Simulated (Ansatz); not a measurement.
Input file for Ansatz (a program for electronic structure): R-r2SCAN/def2-TZVPPD on GeH7NO (a complex), monomers drawn apart or pushed together. Files ending in .json are basis or fitting sets from the Basis Set Exchange.

Ansatz 0.2 input:
```yaml
crystal:
  periodic: [false, false, false]
  atoms:
    - {symbol: O, position_ang: [-0.36249088, 0.71426461, 0.57519460]}
    - {symbol: Ge, position_ang: [0.51478460, -0.70741770, -0.03530719]}
    - {symbol: H, position_ang: [-0.46111203, 0.69065594, 1.54997456]}
    - {symbol: H, position_ang: [1.93723128, -0.77697419, 0.56828375]}
    - {symbol: H, position_ang: [0.58413740, -0.52577606, -1.55836036]}
    - {symbol: H, position_ang: [-0.23738852, -2.01144589, 0.32022259]}
    - {symbol: N, position_ang: [-0.61536177, 0.60632622, 3.27391999]}
    - {symbol: H, position_ang: [-1.59244681, 0.77618242, 3.48463834]}
    - {symbol: H, position_ang: [-0.34509989, -0.25219090, 3.74054894]}
    - {symbol: H, position_ang: [-0.07629653, 1.36162621, 3.68216435]}
basis:
  gaussian:
    orbitals: def2-TZVPPD.json
hamiltonian:
  xc: {name: r2SCAN}
scf: {lower_state_search: off}
```

It printed:

```
WARN ansatz: RAYON_NUM_THREADS=1 ignored (pool sized by the plan → 1); use --threads N
Functional definition: r2SCAN
these checks for a lower state are left out or cut short: stability, starts, cluster_reference, orbital_swaps, neighbouring_geometries, increment
integrals: 0.17 GiB planned
1149 factors; their error is unknown
mean field: 1.19 GiB planned
mean field evaluation 1: about -60158.0108 eV, gradient 8.3e1 eV
mean field evaluation 2: about -60105.4440 eV, gradient 1.7e2 eV
mean field evaluation 4: about -60169.0500 eV, gradient 1.7e1 eV
mean field evaluation 8: about -60169.5374 eV, gradient 2.4e-1 eV
mean field evaluation 16: about -60169.5227 eV, gradient 5.9e-5 eV
mean field -60169.52273827 eV, -2211.1891762640 hartree, gradient 4.7e-6 eV, S^2 0.000000; 0 other end points of the search recorded, 0 dependent functions left out
reference -60169.52275378 eV, -2211.1891768342 hartree; 27, 27 occupied and 223, 223 virtual orbitals, 1149 factors
Total energy: -60169.52275378 eV, -2211.1891768342 hartree
Checks for a lower state left out: stability, starts, cluster_reference, orbital_swaps, neighbouring_geometries, increment
```

The calculation finished and met its thresholds.

Cost: roughly 9 core-seconds.
